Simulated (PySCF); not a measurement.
Excitation energy of Tc²⁺ by level of theory

Tc²⁺ [Kr] 4d5 (6S) → Tc²⁺ [Kr] 4d4 5p1 (high-spin determinant), as a difference of total energies. Calculation: PySCF 2.14, in aug-cc-pVDZ-PP with ECP28MDF (5s5p4d2f, 54 functions); a scalar-relativistic core potential. Correlated levels: valence: 4s2 4p6 frozen. The calculations carry no spin-orbit coupling.

```
           method  excitation energy (eV)
              UHF                  11.214
              LDA                  10.893
              PBE                  10.880
             PBE0                  11.133
           r2SCAN                  11.118
            HSE06                  11.091
           B2PLYP                  11.164
             BLYP                  10.704
           M06-2X                  11.261
    MP2 (valence)                  11.434
SCS-MP2 (valence)                  11.287
```

**Question.** How much does correlation contribute at MP2 (valence)?

**Answer.** 11.434 − (11.214) = 0.220 eV, measured against UHF.

The determinant of the upper state mixes LS terms, which raises its energy above the lowest term, most at the Hartree-Fock and MP2 levels.
